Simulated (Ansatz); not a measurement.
Reaction (formal exchange of groups at the Se–Si bond): `N[Si](O)(S)[SeH]` + `OP[SiH3]` → `OP[SiH2][SeH]` + `N[SiH](O)S`

Gas-phase electronic energies from Ansatz, PBE0-D4/def2-TZVP geometries. CCSD(T)/CBS is the MP2 limit (def2-TZVPP, def2-QZVPP) plus CCSD(T) − MP2 in def2-TZVPP, frozen cores. Functionals use def2-TZVPP. For Se outer-core shells are correlated without core-valence functions, which leaves a few kJ/mol of doubt a bond. Scalar relativity is left out up to krypton. Each species was taken in one conformer, which may not be the lowest.

`N[Si](O)(S)[SeH]`:

```xyz
10

N     1.280    0.706   -0.136
Si   -0.168   -0.168   -0.066
O    -1.297    0.961   -0.435
S    -0.113   -1.845   -1.377
Se   -0.692   -1.210    1.908
H     1.308    1.677    0.127
H     2.173    0.249   -0.068
H    -2.193    0.745   -0.168
H    -0.046   -1.070   -2.475
H    -0.253   -0.046    2.689
```

`OP[SiH3]`:

```xyz
8

O    -1.794   -0.526   -0.253
P    -0.727    0.672   -0.705
Si    1.046    0.063    0.556
H    -2.680   -0.159   -0.212
H    -0.183    0.073   -1.880
H     2.218    0.812    0.027
H     1.316   -1.398    0.499
H     0.805    0.462    1.967
```

`OP[SiH2][SeH]`:

Cartesian coordinates in Å:
```
O -0.791 -0.324 -1.907
P -1.251 -0.542 -0.326
Si 0.743 -0.215 0.685
Se 1.267 2.004 0.666
H -1.405 0.276 -2.337
H -1.137 -1.963 -0.261
H 0.630 -0.745 2.072
H 1.877 -0.863 -0.021
H 0.066 2.371 1.428
```

`N[SiH](O)S`:

Cartesian coordinates in Å:
```
N -0.626 -0.236 -1.268
Si 0.181 0.290 0.127
O 1.803 0.032 0.050
S -0.482 -0.830 1.823
H -0.649 0.338 -2.095
H -0.699 -1.217 -1.485
H -0.113 1.736 0.277
H 2.327 0.259 0.820
H -1.742 -0.371 1.752
```

| level | ΔE (kJ/mol) |
| --- | --- |
| LDA (SPW92) | 10.2 |
| revPBE-D4 | 10.3 |
| r2SCANh-D4 | 8.0 |
| BLYP | 3.9 |
| PBE0 | 5.7 |
| r2SCANh | 7.5 |
| CCSD/def2-TZVPP | 5.8 |
| HF/def2-QZVPP | 0.0 |

Question: What does CCSD(T)/CBS give? (Best estimate.)

Answer: Computed: +6.7 kJ/mol. The listed levels differ from it by 3.5, 3.6, 1.3, -2.8, -1.0, 0.8, -0.9, -6.7 kJ/mol.

Largest T1 diagnostic among the species: 0.013.

The D4 term adds +3.8 kJ/mol with B3LYP and +2.0 kJ/mol with PBE0; it sums over pairs of atoms, weighted by their polarisabilities, and B3LYP, whose exchange is more repulsive, gets the larger term. In def2-TZVPP, CCSD(T) changes the Hartree–Fock value by +6.5 kJ/mol (the triples alone add +1.2 kJ/mol) and MP2 by +7.7 kJ/mol. Leaving LDA and LC-ωPBE aside and taking each functional with its dispersion term where it has one, the values, not all of them listed here, spread over 4.9 kJ/mol, from B2PLYP to revPBE-D4. LDA lies +3.9 kJ/mol from PBE without D4.

B3LYP here is the variant with VWN-RPA as its local correlation; programs differ in this.
